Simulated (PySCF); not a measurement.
CH6ClFOSi2, SMILES O[Si@](C)(Cl)[SiH2]F. Atoms are numbered in the order given.

```xyz
12

C      2.3688    -0.1760    -0.3149
Si     0.6117     0.1813     0.2235
O      0.5027     0.5563     1.8410
Cl    -0.0583     1.8021    -0.9264
Si    -0.8641    -1.5988    -0.1453
F     -2.3850    -1.1151     0.2023
H      2.7938    -1.0080     0.2698
H      3.0067     0.7114    -0.1699
H      2.4022    -0.4426    -1.3832
H      0.9151     1.3735     2.1484
H     -0.5429    -2.7775     0.7090
H     -0.8197    -2.0061    -1.5788
```
Charge 0, spin multiplicity 1.

Geometry optimised at B3LYP-D3(BJ)/def2-SVP. The structure was generated by enumeration; whether it is a known compound was not checked. The values are those of a single conformer.

Calculation: HF/def2-TZVP (PySCF).

ESP charges are fitted to the potential on shells at 1.4 to 2.0 van der Waals radii. Atomic charges (e):

```csv
atom,ESP fit,Löwdin,meta-Löwdin
C1,-0.75,-0.44,-0.58
Si2,0.61,-0.16,1.06
O3,-0.70,-0.16,-0.80
Cl4,-0.24,0.16,-0.37
Si5,0.57,0.23,0.84
F6,-0.32,-0.09,-0.57
H7,0.20,0.12,0.11
H8,0.21,0.13,0.12
H9,0.18,0.13,0.12
H10,0.46,0.18,0.36
H11,-0.10,-0.05,-0.14
H12,-0.13,-0.05,-0.14
```

Give the Mayer and Wiberg (Löwdin basis) orders of the bonds. (The exact figures need the calculation; the answer reports its results.)


```json
[
 {"bond": "C1–Si2", "Mayer": "0.96", "Wiberg": "1.20"},
 {"bond": "Si2–O3", "Mayer": "1.10", "Wiberg": "1.61"},
 {"bond": "Si2–Cl4", "Mayer": "1.02", "Wiberg": "1.68"},
 {"bond": "Si2–Si5", "Mayer": "0.97", "Wiberg": "1.01"},
 {"bond": "Si5–F6", "Mayer": "0.93", "Wiberg": "1.60"},
 {"bond": "C1–H7", "Mayer": "0.95", "Wiberg": "0.90"},
 {"bond": "C1–H8", "Mayer": "0.95", "Wiberg": "0.90"},
 {"bond": "C1–H9", "Mayer": "0.95", "Wiberg": "0.90"},
 {"bond": "O3–H10", "Mayer": "0.86", "Wiberg": "1.02"},
 {"bond": "Si5–H11", "Mayer": "0.95", "Wiberg": "0.95"},
 {"bond": "Si5–H12", "Mayer": "0.96", "Wiberg": "0.95"}
]
```
